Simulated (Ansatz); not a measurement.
Breaking the La1–F2 bond in F3La (SMILES [F][La]([F])[F]) (multiplicity 1 held, fragments rigid). Energies count from the point at 2.161 Å.
Geometry at that point (charge 0, multiplicity 1):
```xyz
4

La     0.0320    -0.0569    -0.1364
F     -1.8530    -1.0020     0.3371
F     -0.0674     2.0668    -0.5246
F      1.7176    -0.7043     1.0512
```

Signs of static correlation in def2-TZVPP, from Ansatz (a quantum-chemistry and plane-wave program) runs.

```csv
R (Å),T1 of restricted CCSD,⟨S²⟩ of UHF,largest double amplitude of restricted CCSD
1.729,0.015,0.000,0.015
1.945,0.015,0.000,0.012
2.161,0.016,0.000,0.008
2.377,0.017,0.000,0.014
2.593,0.018,0.000,0.015
2.918,0.019,0.000,0.021
3.242,0.020,0.000,0.022
3.782,0.023,0.000,0.018
4.322,0.027,0.949,0.021
4.971,0.036,0.994,0.040
5.835,?,1.003,?
6.916,0.045,1.005,0.049
```

Task: Complete the blanks.

Result: 
- 5.835, T1 of restricted CCSD: 0.075
- 5.835, largest double amplitude of restricted CCSD: 0.075

Doubts at one or more of the structures used: a restricted determinant that unrestricted orbitals would lower (R-CCSD(T)/def2-TZVPP); T1 above 0.05 (R-CCSD(T)/def2-TZVPP, U-CCSD(T)/def2-TZVPP); a spin-contaminated determinant (U-CCSD(T)/def2-TZVPP); the program's own flag: other amplitudes (U-CCSD(T)/def2-TZVPP).
